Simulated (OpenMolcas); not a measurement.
A calculation on Sn IV.

| Item | Value |
| --- | --- |
| Program | OpenMolcas |
| Method | SS-CASPT2, IPEA 0.25 Eh, imaginary shift 0.1 Eh (closed shells correlated: 4d) |
| Basis | ANO-RCC-VTZP [7s6p4d2f1g] |
| Scalar Hamiltonian | DKH2, point nucleus |
| Active space | 1 electron in 4 orbitals (5s 5p) |
| State averaging | 2S+1 = 2 even, 1 root; 2S+1 = 2 odd, 3 roots |
| Spin-orbit coupling | RASSI with atomic mean-field integrals over the reference wave functions, term energies averaged over their components |

Problem. Which level of the active space comes out lowest?

Solution. 5s 2S 1/2, with 100 % of that term; it is also the measured ground level.

Problem. How high does 5p 2P* 3/2 lie?

Solution. 76669 cm-1 above the lowest level; measured 76072 cm-1 above the ground level, so the calculation is off by +1 %.

Problem. How high does 5p 2P* 1/2 lie?

Solution. 71332 cm-1 above the lowest level; measured 69564 cm-1 above the ground level, so the calculation is off by +3 %.

Measured values: Moore, Atomic Energy Levels, vol. III, NSRDS-NBS 35 (1971 reprint of NBS Circular 467, 1958).

With one active electron, CASPT2 adds the correlation within the correlated inactive shells and between them and that electron, and leaves the splitting within a term as the reference gives it. Computed and measured levels are paired by configuration, term and J; levels that our copy of the source lacks, or whose pairing is in doubt (as where it misses far off the trend of its configuration), stay unpaired and out of the deviations. Only configurations of the active space appear.

* marks odd parity.
